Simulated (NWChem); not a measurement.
System: 1,1,1,2-tetrafluoroethane (C2H2F4); SMILES FC(F)(CF)F

```xyz
8

F     -0.1347     1.9478     0.0035
C      0.7450     0.9147    -0.0069
C     -0.0034    -0.4008    -0.0002
F     -0.7636    -0.5272     1.0841
F     -0.7875    -0.5245    -1.0676
F      0.8790    -1.4036    -0.0113
H      1.3896     0.9516     0.8858
H      1.3707     0.9534    -0.9129
```
Atoms are numbered in this order, from 1.

Level: PBE0/def2-SVP (NWChem), optimised geometry, unscaled harmonic frequencies. 

```csv
frequency (cm⁻¹),IR intensity (km/mol)
105,5.4
216,3.2
357,1.1
419,0.8
544,2.8
561,9.6
681,32.7
873,13.8
990,47.9
1174,79.9
1231,59.3
1249,282.3
1336,176.0
1342,189.8
1470,48.3
1481,2.4
3088,13.2
3159,10.3
```

```yaml
zero_point_energy: 29.0 kcal/mol
thermal correction to the enthalpy at 298.15 K (with zero-point energy): 33.0 kcal/mol
heat capacity Cv: 17.8 cal/(mol K)
entropy at 298.15 K and 1 atm (symmetry number 1): 75.4 cal/(mol K)
dipole_moment: 1.91 D
```

Rigid rotor and harmonic oscillator.
